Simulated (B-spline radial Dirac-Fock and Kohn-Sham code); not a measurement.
## The free platinum atom: differential elastic cross section for electrons at 162 eV

Calculated with an atomic code on a B-spline grid, using relativistic (Dirac) partial waves in the static field of the Dirac-Fock atom with Furness-McCarthy exchange, without polarisation or absorption potentials. Below a few hundred eV the neglected polarisation potential matters, most of all at small angles.

| θ (°) | dσ/dΩ (Å²/sr) | Sherman function |
| --- | --- | --- |
| 5 | 23.1 | 0.003 |
| 10 | 16.8 | 0.008 |
| 15 | 10.4 | 0.015 |
| 20 | 5.78 | 0.025 |
| 25 | 2.83 | 0.040 |
| 30 | 1.18 | 0.061 |
| 35 | 0.404 | 0.067 |
| 40 | 0.157 | -0.073 |
| 45 | 0.175 | -0.221 |
| 50 | 0.273 | -0.192 |
| 55 | 0.345 | -0.157 |
| 60 | 0.353 | -0.133 |
| 65 | 0.302 | -0.114 |
| 70 | 0.223 | -0.092 |
| 75 | 0.143 | -0.056 |
| 80 | 0.0820 | 0.016 |
| 85 | 0.0434 | 0.151 |
| 90 | 0.0224 | 0.362 |
| 95 | 0.0113 | 0.610 |
| 100 | 0.00466 | 0.834 |
| 105 | 0.00158 | 0.133 |
| 110 | 0.00386 | -0.863 |
| 115 | 0.0130 | -0.474 |
| 120 | 0.0279 | -0.290 |
| 125 | 0.0439 | -0.205 |
| 130 | 0.0550 | -0.164 |
| 135 | 0.0565 | -0.149 |
| 140 | 0.0476 | -0.153 |
| 145 | 0.0323 | -0.183 |
| 150 | 0.0176 | -0.254 |
| 155 | 0.0107 | -0.297 |
| 160 | 0.0154 | -0.133 |
| 165 | 0.0308 | -0.039 |
| 170 | 0.0510 | -0.012 |
| 175 | 0.0678 | -0.004 |

The total elastic cross section is 7.61 Å², the first transport cross section 1.03 Å² and the second, weighted with (3/2) sin²θ, 1.99 Å². The mean deflection is ⟨1 − cos θ⟩ = 0.135, and 2.0 % of the collisions scatter beyond 90°.

On this grid of angles the cross section has minima near 40°, 105°, 155°, from interference among the few low partial waves with large phase shifts.

Phase shifts modulo π (rad) for κ = −1 to −5: 0.357, 1.119, 1.555, 1.380, 1.137.
